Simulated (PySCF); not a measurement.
Choosing a molecule for a target property.

Species are written as SMILES; each is one conformer at its optimised geometry, gas phase, non-relativistic unless stated; the electronic structure was computed with PySCF and density fitting.

Dipoles, sizes and rotational constants follow the conformer. The torsions of the flexible species, by atom-mapped SMILES:
- `[CH:1]#[C:2][Si@:3]([F:4])([C:5]#[C:6][CH3:7])[NH:8][SiH3:9]`: C2–Si3–N8–Si9 55°
- `[CH2:1]=[C:2]([CH2:3][O:4][CH:5]([F:6])[F:7])[O:8][SiH3:9]`: C1–C2–C3–O4 -132°, C2–C3–O4–C5 68°, C3–O4–C5–F6 73°, C1–C2–O8–Si9 169°
- `[CH3:1][S:2][C:3]([F:4])([F:5])[SiH2:6][SiH2:7][SiH3:8]`: C1–S2–C3–F4 -56°, S2–C3–Si6–Si7 64°, C3–Si6–Si7–Si8 27°
- `[CH2:1]=[C:2]([O:3][SiH3:4])[O:5][C@H:6]([F:7])[CH2:8][F:9]`: C1–C2–O3–Si4 10°, C1–C2–O5–C6 13°, C2–O5–C6–F7 -75°, O5–C6–C8–F9 -90°
- `[CH3:1]/[CH:2]=[C:3]1/[SiH2:4][C@@H:5]([C:6]([CH3:7])=[S:8])[C@@H:9]1[F:10]`: Si4–C5–C6–C7 -97°
- `[CH2:1]=[CH:2]/[C:3]([SiH2:4][F:5])=[C:6](/[SiH3:7])[C:8]#[N:9]`: C1–C2–C3–Si4 -18°, C2–C3–Si4–F5 -156°

(1) Wanted: dipole moment between 2 D and 3.5 D (PBE0/pcSseg-1) and HOMO–LUMO gap above 4.7 eV (PBE0/pcSseg-1), at GFN2-xTB geometries. Which candidate meets both?
A. `C=C(O[SiH3])O[C@H](F)CF`
B. `C([Si@](C#C)(F)N[SiH3])#CC`
C. `[SiH2]([SiH3])[SiH2]C(F)(F)SC`
D. `C=C/C([SiH2]F)=C(/[SiH3])C#N`
E. `C/C=C1/[SiH2][C@@H](C(C)=S)[C@@H]1F`
F. `O(C(=C)COC(F)F)[SiH3]`

## Answers

(1) B. Computed values:
| species | dipole moment | HOMO–LUMO gap |
| --- | --- | --- |
| [SiH2]([SiH3])[SiH2]C(F)(F)SC | 0.80 D | 6.22 eV |
| C=C(O[SiH3])O[C@H](F)CF | 1.37 D | 7.06 eV |
| O(C(=C)COC(F)F)[SiH3] | 1.77 D | 7.21 eV |
| C([Si@](C#C)(F)N[SiH3])#CC | 2.29 D | 6.76 eV |
| C/C=C1/[SiH2][C@@H](C(C)=S)[C@@H]1F | 3.07 D | 4.41 eV |
| C=C/C([SiH2]F)=C(/[SiH3])C#N | 3.85 D | 4.97 eV |
